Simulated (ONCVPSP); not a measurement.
## Building the ONCV potential for P (Z = 15) (BLYP, scalar-relativistic).

P, optimised norm-conserving Vanderbilt (ONCV), made with ONCVPSP 4.0.1 (BLYP, scalar-relativistic). Core [Ne], reference 3s2 3p2 (charge +1). Waves: 3s: rc 1.60 bohr, ncon 4, nbas 7, qcut 4.6 1/bohr, 2 projectors, debl 2.6 Ha; 3p: rc 1.95 bohr, ncon 4, nbas 7, qcut 4.5 1/bohr, 2 projectors, debl 0.6 Ha; d scattering state at 0.13 Ha: rc 1.55 bohr, ncon 3, nbas 6, qcut 6.7 1/bohr, local. Local part: the d channel. Core correction: Teter function, fcfact 3.75, rcfact 1.3.

All-electron outer shells of the reference configuration (BLYP, scalar-relativistic, ld1.x):

```
shell  level (eV)  outermost node (bohr)  outermost maximum (bohr)
   2s     -184.44                   0.14                      0.42
   2p     -135.17                      –                      0.35
   3s      -23.14                   0.65                      1.54
   3p      -14.06                   0.64                      1.74
```

What the tests gave:

```
Cutoffs needed             : 10 Ha and 33 Ha (the cutoffs (Ha) at which the residual kinetic energy of the hardest occupied pseudo-wave falls to 1 and 0.1 mHa per electron)
Ghost test                 : no bound ghost flagged; GHOST(+) flagged for s at 170.4 eV
Largest excitation error   : +53 meV (all-electron minus pseudo) for 3s2 3p0, out of 4 test configurations
rms error of d²Exc/dni dnj : 3.75 mHa without and 2.39 mHa with the model core
```

Generation and tests took about 2.4 s on one core of a shared server CPU.
